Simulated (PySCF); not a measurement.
## [TlCl4]− at several levels of theory

Computed with PySCF 2.14.0 (density fitting, no spin-orbit coupling) at the geometry relaxed with B3LYP:

```xyz
5
[TlCl4]− (singlet)
Tl    0.0000    0.0000    0.0000
Cl    2.0253    0.0000    1.4599
Cl    0.0000    2.0253   -1.4599
Cl   -2.0253    0.0000    1.4599
Cl    0.0000   -2.0253   -1.4599
```

```csv
level,basis,state,HOMO (eV),gap (eV),charge on Tl1 (e),dipole about the centre of mass (D),largest force component (eV/Å)
B3LYP,"Tl def2-SVP with ECP60, Cl def2-SVP",singlet,-3.95,4.78,0.49,0.00,0.02
TPSS,the same,singlet,-3.04,3.29,0.50,0.00,0.03
wB97X,the same,singlet,-6.74,9.65,0.58,0.00,0.36
BP86,the same,singlet,-2.92,3.08,0.40,0.00,0.09
TPSSh,the same,singlet,-3.64,4.14,0.55,0.00,0.08
B3LYP,"Tl def2-TZVP with ECP60, Cl def2-TZVP",singlet,-4.49,4.78,0.89,0.00,0.14
```

Charges are Mulliken's, which hang on the basis. The relaxation used the grid (50, 194), these runs (75, 302) or, all-electron (x2c bases, spin-free X2C Hamiltonian), (99, 590).

**Question.** What does B3LYP with Tl x2c-SVPall, Cl x2c-SVPall give here?

**Answer.** state singlet, HOMO (eV) -3.90, gap (eV) 4.73, charge on Tl1 (e) 0.63, dipole about the centre of mass (D) 0.00, largest force component (eV/Å) 0.10. Time: 22 s on 2 threads of Arm Neoverse V2 (shared host), from free ions and atoms.

In the first row's basis the gap widens with exact exchange: 3.1 to 3.3 eV for BP86, TPSS (none); 4.1 to 4.8 eV for TPSSh, B3LYP (a fixed share); 9.6 eV for wB97X (rising or full at long range).
